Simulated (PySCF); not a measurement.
A PySCF script (with the pyscf-properties extension) for the NMR shieldings of SMILES BC(CC)(CC)CCC, C₈H₁₉B, on a GFN2-xTB geometry:

```python
import basis_set_exchange as bse
import numpy as np
from pyscf import gto, dft
from pyscf.prop import nmr

atoms = """
B    -1.400487   -0.194796   -1.695117
C    -0.585461   -0.017593   -0.340169
C    -0.522692    1.445071    0.143647
C     0.253320    2.377627   -0.780886
C    -1.295320   -0.872329    0.740399
C    -2.799257   -0.625249    0.821627
C     0.836712   -0.594578   -0.562367
C     1.784853   -0.534253    0.635821
C     3.142604   -1.128153    0.276501
H    -1.451412   -1.253771   -2.188553
H    -1.951312    0.696399   -2.212699
H    -0.083695    1.486897    1.143700
H    -1.544025    1.821241    0.224349
H     0.143191    3.407796   -0.446857
H    -0.120722    2.306095   -1.799545
H     1.313826    2.139925   -0.788858
H    -1.132899   -1.927411    0.510873
H    -0.853239   -0.670199    1.718555
H    -3.015915    0.391377    1.139023
H    -3.263759   -0.787254   -0.149357
H    -3.253423   -1.304956    1.540892
H     0.736330   -1.639994   -0.863888
H     1.301672   -0.068041   -1.398675
H     1.925812    0.498223    0.957302
H     1.364250   -1.092455    1.473437
H     3.597832   -0.574076   -0.542125
H     3.037083   -2.165931   -0.032921
H     3.815233   -1.092254    1.130623
"""
names = dict.fromkeys(["B", "C", "H"], "pcSseg-1")
basis = {el: gto.basis.parse(bse.get_basis(n, elements=[el], fmt="nwchem")) for el, n in names.items()}
mol = gto.M(atom=atoms, basis=basis, charge=0, verbose=0)
mf = dft.RKS(mol, xc="PBE0")
mf.grids.level = 2
mf.grids.alignment = dft.numint.BLKSIZE   # the property module wants whole blocks of grid points
mf.conv_tol = 1e-9
mf.kernel()

calc = nmr.RKS(mf)   # GIAO
C = mf.mo_coeff
Co = C[:, mf.mo_occ > 0]
resp = mf.gen_response(singlet=True, hermi=2)
def vind(x):   # induced exchange potential for any number of trial vectors
    d = np.einsum("pi,xij,qj->xpq", C, 2 * x.reshape(-1, C.shape[1], Co.shape[1]), Co, optimize=True)
    return np.einsum("xpq,pi,qj->xij", resp(d - d.transpose(0, 2, 1)), C, Co, optimize=True).ravel()
mo1, _ = nmr.rhf.solve_mo1(calc, with_cphf=vind)
sigma = calc.kernel(mo1)
for i, s in enumerate(sigma):   # ppm
    print("%2d %-2s %9.2f" % (i, mol.atom_pure_symbol(i), np.trace(s) / 3))
```

Question: What does it print?

Answer: 
```
 0 B       4.33
 1 C     142.50
 2 C     156.80
 3 C     173.90
 4 C     149.34
 5 C     172.01
 6 C     149.21
 7 C     168.62
 8 C     169.56
 9 H      23.60
10 H      23.50
11 H      30.48
12 H      29.51
13 H      30.51
14 H      30.83
15 H      30.78
16 H      29.86
17 H      30.20
18 H      30.41
19 H      31.95
20 H      30.67
21 H      30.49
22 H      30.59
23 H      30.56
24 H      30.36
25 H      30.89
26 H      30.85
27 H      30.40
```

These numbers come from an equivalent density-fitted implementation of the same equations, which agrees with the script to about 0.01 ppm for H and up to a few tenths of a ppm for heavy atoms, so last digits may differ.

Size and cost of the density-fitted run: 248 basis functions, 110 s wall time on 1 thread of an Arm Neoverse N1, shared host; peak memory 1.1 GiB.
